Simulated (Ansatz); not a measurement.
Compare A (`NB1C[SiH2]1`) with its isomer B (`C=NB[SiH3]`).

Computed with Ansatz on PBE0-D4/def2-TZVP structures; ΔE is electronic, products minus reactants. CBS: MP2 limit from def2 TZ/QZ plus the TZ coupled-cluster correction, frozen cores. DFT in def2-TZVPP. B3LYP here is the variant with VWN-RPA as its local correlation; programs differ in this. One conformer a species, not always the lowest.

Problem. Which isomer does CCSD(T)/CBS put lower? Give the gap. (An estimate is asked.)

Solution. Computed: A, by 6.5 kcal/mol.

Problem. Give E(B) − E(A) in kcal/mol with PBE0-D4, CCSD(T)/def2-TZVPP, B2PLYP, MP2/def2-TZVPP, r2SCAN-D4, CCSD/def2-TZVPP, B3LYP. (Best estimate.)

Solution. Ansatz gave: PBE0-D4 8.5, CCSD(T)/def2-TZVPP 5.1, B2PLYP 3.7, MP2/def2-TZVPP 8.5, r2SCAN-D4 6.4, CCSD/def2-TZVPP 5.3, B3LYP 1.6. None reverses the order clearly.

Problem. Does the order hold for the free energy at 298.15 K (harmonic terms from PBE0-D4)? (Estimate.)

Solution. Computed: Yes: G(B) − G(A) = +3.2 kcal/mol, for one conformer each.

Largest T1 diagnostic: 0.017.

From BLYP to BHLYP (50 % exact exchange), in def2-TZVPP and without D4, E(B) − E(A) moves by +5.6 kcal/mol. At CCSD(T), def2-SVP lies −5.9 kcal/mol from the extrapolated value and def2-TZVPP −1.4 kcal/mol.
